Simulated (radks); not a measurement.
Coulomb parameter of the 5d shell of the rhenium ion Re3+ in the model configuration [Xe] 4f14 5d3 6s1, as a second difference U = [E(n + 0.5) + E(n - 0.5) - 2 E(n)] / (0.5)^2 with all orbitals relaxed. "Bare": the charge of the atom changes with n. "Screened": the 6s shell takes up the change at fixed total charge, which measures U(5d,5d) + U(6s,6s) - 2 U(5d,6s). Calculated with a radial shooting solver on a logarithmic mesh with Libxc functionals: scalar-relativistic Kohn-Sham, SCAN, spin-unpolarised, spherical densities, finite nucleus; meta-GGA in the generalised Kohn-Sham scheme; Fermi nuclear charge, rms radius 5.3698 fm.

| case | configuration | E - E(n) (eV) |
|---|---|---|
| start | [Xe] 4f14 5d3 6s1 | 0.000 |
| bare +0.5 | [Xe] 4f14 5d3.5 6s1 | -16.267 |
| bare -0.5 | [Xe] 4f14 5d2.5 6s1 | 19.397 |
| screened +0.5 | [Xe] 4f14 5d3.5 6s0.5 | -2.222 |
| screened -0.5 | [Xe] 4f14 5d2.5 6s1.5 | 2.335 |

U(bare) = 12.519 eV, U(screened by 6s) = 0.452 eV, against the Slater integral F0(5d,5d) = 14.981 eV with frozen orbitals.
